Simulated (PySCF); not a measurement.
**Partial charges of `C=C(F)[C@@H]1C[C@@H](F)CN1[SiH3]`**

C6H11F2NSi.
Z-matrix (Å and degrees, GFN2-xTB geometry), rows numbered from 1:
```
C 
C   1  1.3191
F   2  1.3570  1  119.14
C   2  1.5072  1  126.95  3  -176.66
C   4  1.5353  2  111.91  1  -144.08
C   5  1.5330  4  104.31  2   -91.06
F   6  1.3800  5  110.11  4  -130.51
C   6  1.5355  5  105.41  4   -11.31
N   8  1.4436  6  105.51  5   -10.59
Si  9  1.7162  4  124.51  2   -76.38
H   1  1.0756  2  121.45  3    -0.30
H   1  1.0729  2  120.69  3   179.70
H   4  1.0925  2  107.82  1   -19.64
H   5  1.0895  4  109.95  2   152.87
H   5  1.0882  4  112.38  2    31.09
H   6  1.0939  5  113.09  4   111.63
H   8  1.0910  6  110.84  5  -129.67
H   8  1.0975  6  109.80  5   110.50
H  10  1.4620  9  104.36  4   -39.64
H  10  1.4605  9  105.07  4  -159.66
H  10  1.4721  9  114.55  4    79.98
```

Density: PBE0/pcSseg-1 (PySCF); schemes: Mulliken, IAO, Hirshfeld and ESP-fitted. Isolated species at its GFN2-xTB geometry (one conformer only).

Tabulate the Mulliken, IAO, Hirshfeld and ESP-fitted charges.

In e:

```tsv
atom	environment	Mulliken	IAO	Hirshfeld	ESP-fitted
C1	terminal =CH2 carbon	-0.182	-0.385	-0.132	-0.695
C2	vinylic C–F carbon	+0.263	+0.274	+0.089	+0.389
F3	vinyl fluorine	-0.289	-0.285	-0.069	-0.185
C4	sp3 carbon bound to nitrogen	-0.169	-0.027	+0.012	-0.045
C5	ring CH2 carbon	-0.104	-0.290	-0.085	-0.406
C6	sp3 C–F carbon	+0.163	+0.180	+0.066	+0.364
F7	alkyl fluorine	-0.341	-0.331	-0.123	-0.280
C8	sp3 carbon bound to nitrogen	+0.064	-0.177	-0.040	-0.277
N9	silicon-bound nitrogen	-0.758	-0.516	-0.178	-0.209
Si10	SiH3 silicon	+0.644	+0.739	+0.340	+0.449
H11	vinylic hydrogen	+0.131	+0.170	+0.053	+0.254
H12	vinylic hydrogen	+0.130	+0.164	+0.054	+0.238
H13	methine hydrogen	+0.132	+0.152	+0.050	+0.116
H14	methylene hydrogen	+0.142	+0.165	+0.049	+0.171
H15	methylene hydrogen	+0.137	+0.152	+0.044	+0.141
H16	methine hydrogen	+0.104	+0.143	+0.042	+0.047
H17	methylene hydrogen	+0.136	+0.156	+0.045	+0.144
H18	methylene hydrogen	+0.122	+0.126	+0.029	+0.108
H19	Si–H hydrogen	-0.117	-0.132	-0.079	-0.114
H20	Si–H hydrogen	-0.106	-0.126	-0.075	-0.099
H21	Si–H hydrogen	-0.101	-0.154	-0.090	-0.111
```

Mean size of the charges over all atoms: ESP-fitted 0.231 e, IAO 0.231 e, Mulliken 0.206 e, Hirshfeld 0.083 e. Each set sums to the total charge, 0, to within 0.001 e. The Hirshfeld scheme divides the density at each point in proportion to the densities of the neutral, spherically averaged free atoms.

Lowest charge. The schemes don't all agree: Mulliken N9 (-0.758); IAO N9 (-0.516); Hirshfeld N9 (-0.178); ESP-fitted C1 (-0.695).

Highest charge. All schemes agree: Mulliken Si10 (+0.644); IAO Si10 (+0.739); Hirshfeld Si10 (+0.340); ESP-fitted Si10 (+0.449).

How many electrons does the IAO scheme count on C6?

Z − q = 6 − (+0.180) = 5.820.

How closely do the schemes follow one another over all atoms?

Correlation coefficient and root-mean-square difference: IAO with Hirshfeld 0.98, 0.175 e; Mulliken with IAO 0.93, 0.105 e; Mulliken with Hirshfeld 0.90, 0.179 e; IAO with ESP-fitted 0.88, 0.135 e; Hirshfeld with ESP-fitted 0.82, 0.199 e; Mulliken with ESP-fitted 0.71, 0.210 e.

Sum the charges by element, for elements with more than one atom.

| element | atoms | Mulliken | IAO | Hirshfeld | ESP-fitted |
| --- | --- | --- | --- | --- | --- |
| C | 6 | +0.036 | -0.425 | -0.090 | -0.670 |
| F | 2 | -0.630 | -0.616 | -0.192 | -0.466 |
| H | 11 | +0.709 | +0.817 | +0.120 | +0.895 |

These values come from a run that also computed NMR shieldings. Hardware: an Arm Neoverse V1 with one thread (shared host). Cost: 72 s, 1.1 GiB resident at most.
